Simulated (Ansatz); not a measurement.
Coupled-cluster run, C₃H₈ClFOSi, SMILES `CCO[Si](C)(F)Cl`.

```yaml
crystal:
  periodic: [false, false, false]
  atoms:
    - {symbol: C, position_ang: [1.300342, 1.102066, -1.713670]}
    - {symbol: C, position_ang: [-0.059781, 0.480658, -1.519810]}
    - {symbol: O, position_ang: [-0.379194, 0.421358, -0.134162]}
    - {symbol: Si, position_ang: [-0.627740, -0.904723, 0.751117]}
    - {symbol: C, position_ang: [-0.771183, -0.454343, 2.523846]}
    - {symbol: F, position_ang: [-1.948372, -1.648609, 0.261816]}
    - {symbol: Cl, position_ang: [0.884741, -2.254867, 0.426716]}
    - {symbol: H, position_ang: [2.074616, 0.487413, -1.250316]}
    - {symbol: H, position_ang: [1.333505, 2.097235, -1.266006]}
    - {symbol: H, position_ang: [1.524430, 1.194162, -2.779257]}
    - {symbol: H, position_ang: [-0.089721, -0.520996, -1.962875]}
    - {symbol: H, position_ang: [-0.835518, 1.078794, -2.005823]}
    - {symbol: H, position_ang: [0.152562, 0.008921, 2.874438]}
    - {symbol: H, position_ang: [-1.590768, 0.253895, 2.664758]}
    - {symbol: H, position_ang: [-0.967908, -1.340964, 3.129230]}
basis:
  gaussian: {orbitals: def2-TZVPP}
correlation: {method: ccsd_t}
```

```sh
$ ansatz run in.yaml --threads 2 --pin off --events-out ev --progress --plain --max-ram 31744MiB --backend cuda --devices 0, --max-vram 18GiB
```

The program prints (abridged):

```
Functional definition: HF
2078 factors; integrals over basis functions are off by at most 1.1e-3 eV
mean field evaluation 1: about -28331.1452 eV, gradient 4.8e1 eV
mean field evaluation 2: about -28331.5019 eV, gradient 4.9e1 eV
mean field evaluation 4: about -28336.3603 eV, gradient 4.9e0 eV
mean field evaluation 8: about -28336.4434 eV, gradient 3.2e-1 eV
mean field evaluation 16: about -28336.4438 eV, gradient 1.1e-6 eV
mean field -28336.44378483 eV, -1041.3451019612 hartree, gradient 1.1e-6 eV, S^2 0.000000; 0 other end points of the search recorded, 0 dependent functions left out
15 core orbitals not correlated: weight in the atoms' cores, before any rotation towards them, 1.000 or more for the frozen orbitals, at most 0.000 for the correlated occupied ones
reference -28336.44378483 eV, -1041.3451019612 hartree; 22, 22 occupied and 314, 314 virtual orbitals, 2078 factors
second order -35.70862867 eV of doubles, -0.00000000 eV of singles
cycle   1  -36.36142371 eV  change   -6.5e-1 eV  update   1.2e-1
cycle   2  -37.11698217 eV  change   -7.6e-1 eV  update   3.3e-2
cycle   3  -37.28418802 eV  change   -1.7e-1 eV  update   1.6e-2
cycle   4  -37.27114430 eV  change    1.3e-2 eV  update   3.2e-3
cycle   5  -37.26983395 eV  change    1.3e-3 eV  update   1.3e-3
cycle   6  -37.27049189 eV  change   -6.6e-4 eV  update   3.7e-4
cycle   7  -37.27027940 eV  change    2.1e-4 eV  update   1.4e-4
cycle   8  -37.27023227 eV  change    4.7e-5 eV  update   4.0e-5
perturbative correction -1.37929774 eV, -0.0506882571 hartree
Total energy: -28375.09331485 eV, -1042.7654459917 hartree
```

Hardware: 2 threads of an AMD EPYC 7R13 on a shared host and a share of an NVIDIA H100 80 GB. Wall time 10 s, peak host memory 0.86 GiB.

Correlation energy per correlated electron: -0.878 eV. T1 diagnostic: 0.0105.
